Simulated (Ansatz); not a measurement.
# Ligand exchange: C4H8 + SnH3(NH2) → C4H9N + SnH4

Gas-phase species: C4H8 `C1CCC1`, singlet; SnH3(NH2), singlet; C4H9N (cyclobutylamine) `NC1CCC1`, singlet; SnH4 `[SnH4]`, singlet. The partners trade H for NH2: C–H and Sn–NH2 bonds give way to C–NH2 and Sn–H.

Shapes, held fixed at every level: PBE0-D4/def2-TZVP. Flexible molecules stand in one conformer, not always the lowest. Programs: Ansatz 0.2.0. The zero-point and thermal change to 298 K, harmonic and unscaled (PBE0-D4/def2-TZVP), is -5.4 kJ/mol.

Q: Estimate ΔH(298 K) of this reaction.

A: The highest level, CCSD(T)/def2-TZVPP, gives ΔH(298 K) = +41.9 kJ/mol; the levels span +22.5 to +45.7. The column of differences is taken from that level and isn't an error. No measured value is set beside it here. For atoms past krypton def2 sets carry core potentials with scalar relativity. Outer-core shells of Sn are correlated, in sets that cover them unevenly.

```tsv
level	kind	ΔH(298 K) (kJ/mol)	less CCSD(T)/def2-TZVPP
HF/def2-TZVPP	Hartree–Fock	+41.8	-0.1
SPW92/def2-TZVPP	LDA	+23.1	-18.8
PBE-D4/def2-TZVPP	GGA	+37.9	-4.0
PBE0-D4/def2-TZVPP	global hybrid	+36.3	-5.6
wB97X-V/def2-TZVPP	range-separated hybrid	+38.6	-3.3
B2PLYP/def2-TZVPP	double hybrid	+45.7	+3.8
CCSD(T)/def2-SVP	coupled cluster or CI	+22.5	-19.4
CCSD(T)/def2-TZVPP	coupled cluster or CI	+41.9	0.0
```
